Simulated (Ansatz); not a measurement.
Single points on Sn11H18, a cluster cut from hexagonal tin.

```yaml
crystal:
  periodic: [false, false, false]
  atoms:
    - {symbol: Sn, position_ang: [0.162854, -2.569706, -2.216496]}
    - {symbol: Sn, position_ang: [-2.128352, -1.229035, -1.262332]}
    - {symbol: Sn, position_ang: [0.179969, -2.578421, 2.512428]}
    - {symbol: Sn, position_ang: [-2.094210, -1.210577, 1.567381]}
    - {symbol: Sn, position_ang: [-2.146895, 1.421679, -2.216942]}
    - {symbol: Sn, position_ang: [-2.149041, 1.444459, 2.510952]}
    - {symbol: Sn, position_ang: [2.471579, -1.255917, -1.279844]}
    - {symbol: Sn, position_ang: [2.552077, -1.421432, 1.538052]}
    - {symbol: Sn, position_ang: [2.453880, 1.419217, -2.160698]}
    - {symbol: Sn, position_ang: [0.144154, 2.769046, -1.278139]}
    - {symbol: Sn, position_ang: [0.044728, 2.914450, 1.538465]}
    - {symbol: H, position_ang: [0.151847, -4.213235, -1.652201]}
    - {symbol: H, position_ang: [0.157919, -2.620486, -3.953035]}
    - {symbol: H, position_ang: [-3.561720, -2.057643, -1.806137]}
    - {symbol: H, position_ang: [0.111726, -4.221964, 1.954139]}
    - {symbol: H, position_ang: [0.187105, -2.625954, 4.248958]}
    - {symbol: H, position_ang: [-3.514714, -2.033423, 2.152805]}
    - {symbol: H, position_ang: [-2.192370, 1.443493, -3.953503]}
    - {symbol: H, position_ang: [-3.575922, 2.233635, -1.652940]}
    - {symbol: H, position_ang: [-3.604051, 2.207841, 1.948196]}
    - {symbol: H, position_ang: [-2.190250, 1.476664, 4.247411]}
    - {symbol: H, position_ang: [3.879506, -2.051944, -1.928066]}
    - {symbol: H, position_ang: [3.925989, -2.360708, 2.035581]}
    - {symbol: H, position_ang: [2.745332, 0.166444, 2.212287]}
    - {symbol: H, position_ang: [2.503827, 1.446241, -3.898420]}
    - {symbol: H, position_ang: [3.876586, 2.241762, -1.595261]}
    - {symbol: H, position_ang: [0.155536, 4.386890, -1.924819]}
    - {symbol: H, position_ang: [1.513868, 2.276656, 2.208521]}
    - {symbol: H, position_ang: [-0.070554, 4.573268, 2.041655]}
basis:
  gaussian: {orbitals: def2-TZVP, fitting: {mean_field: def2-universal-jkfit}, initial_orbitals: start.molden}
hamiltonian: {xc: r2scan, dispersion: d4}
scf: {omitted_lower_state_checks: [starts]}
output: {orbitals: {seedname: orbitals}}
```

The file start.molden holds the orbitals of an earlier run on this structure, at another level or in another basis.

```sh
$ ansatz run in.yaml --threads 2 --pin off --events-out ev --progress --plain --max-ram 32768MiB --backend cuda --devices 0, --max-vram 18GiB
```

Shortened log:

```
Functional definition: r2SCAN
2722 factors; integrals over basis functions are off by at most 6.2e-1 eV
mean field evaluation 1: about -64468.8608 eV, gradient 1.2e1 eV
mean field evaluation 2: about -64469.0791 eV, gradient 2.4e-1 eV
mean field evaluation 4: about -64469.0934 eV, gradient 5.4e-4 eV
mean field -64469.09344441 eV, -2369.1954853609 hartree, gradient 1.1e-5 eV, S^2 0.000000; 0 other end points of the search recorded, 0 dependent functions left out
reference -64469.09348606 eV, -2369.1954868918 hartree; 130, 130 occupied and 528, 528 virtual orbitals, 2722 factors
Total energy: -64469.52898141 eV, -2369.2114910505 hartree
Checks for a lower state left out: starts
```

Run time 8.5 s (2 threads of AMD EPYC 7R13 on a shared host and a share (18 GiB) of an NVIDIA H100 80GB HBM3), peak host memory 1.1 GiB.

The first input with `gaussian: {orbitals: def2-SVP, initial_orbitals: start.molden}`, `correlation: {method: mp2}` and without the key `hamiltonian` (abridged; 9.5 s):

```
Functional definition: HF
mean field -64148.31523961 eV, -2357.4071037658 hartree, gradient 6.5e-7 eV, S^2 0.000000
44 core orbitals not correlated: weight in the atoms' cores, before any rotation towards them, 1.000 or more for the frozen orbitals, at most 0.000 for the correlated occupied ones
second order -33.73315280 eV of doubles, -0.00000000 eV of singles
Total energy: -64182.04839241 eV, -2358.6467742660 hartree
Checks for a lower state left out: starts
```

The first input with `gaussian: {orbitals: STO-3G}`, `hamiltonian: {xc: hf}` (abridged; 9 s):

```
Functional definition: HF
mean field -1785268.76157010 eV, -65607.4168890723 hartree, gradient 3.9e-6 eV, S^2 0.000000
Total energy: -1785268.76157010 eV, -65607.4168890723 hartree
Checks for a lower state left out: starts
```

As the first input, with `hamiltonian: {xc: {name: wB97X-V}}` (abridged; 14 s):

```
Functional definition: wB97X-V
mean field -64439.65349050 eV, -2368.1135870101 hartree, gradient 1.5e-5 eV, S^2 0.000000
Total energy: -64439.65348417 eV, -2368.1135867773 hartree
Checks for a lower state left out: starts
```

The first input with `hamiltonian: {xc: pbe, dispersion: d4}`, `output: {forces: true, orbitals: {seedname: orbitals}}` (abridged; 10 s):

```
Functional definition: PBE
mean field -64442.90947151 eV, -2368.2332421050 hartree, gradient 6.5e-6 eV, S^2 0.000000
Total energy: -64444.55972711 eV, -2368.2938878799 hartree
Atom 0 force    -0.016195    -0.027006    -0.013994 eV/Å
Atom 1 force    -0.010739    -0.025906    -0.017745 eV/Å
Atom 2 force     0.011047    -0.033272     0.016677 eV/Å
Atom 3 force    -0.035372    -0.011667     0.016163 eV/Å
Atom 4 force    -0.020365     0.025632    -0.014697 eV/Å
Atom 5 force    -0.015232     0.021186     0.014904 eV/Å
Atom 6 force     0.028595    -0.017442    -0.000704 eV/Å
Atom 7 force     0.031566     0.016171     0.018661 eV/Å
Atom 8 force     0.034984     0.023246    -0.025353 eV/Å
Atom 9 force    -0.007520     0.022925    -0.018091 eV/Å
Atom 10 force     0.026931     0.020057     0.032806 eV/Å
Atom 11 force     0.001565     0.094312    -0.038674 eV/Å
Atom 12 force    -0.002266    -0.000342     0.101955 eV/Å
Atom 13 force     0.080461     0.045805     0.031347 eV/Å
Atom 14 force     0.004711     0.097755     0.038351 eV/Å
Atom 15 force    -0.004008     0.000206    -0.101704 eV/Å
Atom 16 force     0.076922     0.044391    -0.032041 eV/Å
Atom 17 force    -0.001266    -0.002243     0.102655 eV/Å
Atom 18 force     0.080955    -0.045763    -0.039035 eV/Å
Atom 19 force     0.084144    -0.044545     0.037317 eV/Å
Atom 20 force    -0.001599    -0.003442    -0.102591 eV/Å
Atom 21 force    -0.079397     0.045322     0.037447 eV/Å
Atom 22 force    -0.083065     0.059120    -0.029990 eV/Å
Atom 23 force    -0.010806    -0.104526    -0.042356 eV/Å
Atom 24 force     0.003000     0.003045     0.100039 eV/Å
Atom 25 force    -0.089032    -0.052080    -0.034783 eV/Å
Atom 26 force     0.000058    -0.090903     0.037626 eV/Å
Atom 27 force    -0.097212     0.044348    -0.043148 eV/Å
Atom 28 force     0.009132    -0.104383    -0.031043 eV/Å
Dipole moment:     0.010685     0.007525     0.011559 e Å
Checks for a lower state left out: starts
```

Geometry: PBE-D4/def2-SVP.

In the def2 sets Sn takes a core potential, while STO-3G treats all electrons; there is no spin–orbit coupling. Correlated methods freeze 44 core orbitals; core or outer-core shells of Sn are correlated, in sets that lack core-valence functions. Single mean-field runs in def2-TZVP are fitted with def2-universal-jkfit.
